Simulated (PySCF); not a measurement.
C2H7Si, SMILES [CH2][SiH2]C, multiplicity 2. Geometry optimised at PBE-D3(BJ)/def2-SVP. The isomer is the one that the SMILES or the coordinates give; other isomers of the formula were not compared.

Computed equilibrium geometry at PBE-D3(BJ)/def2-SVP (PySCF confirms it by a frequency run) as a Z-matrix:
```
Si
H 1 1.5090
H 1 1.5152 2 106.36
C 1 1.8586 2 109.37 3 -118.92
H 4 1.1037 1 122.90 2 32.10
H 4 1.1043 5 114.55 1 -177.12
C 1 1.8914 2 110.71 3 117.93
H 7 1.1085 1 110.95 2 60.73
H 7 1.1087 8 108.23 1 121.80
H 7 1.1091 8 108.13 9 116.70
```
Charge 0, spin multiplicity 2.
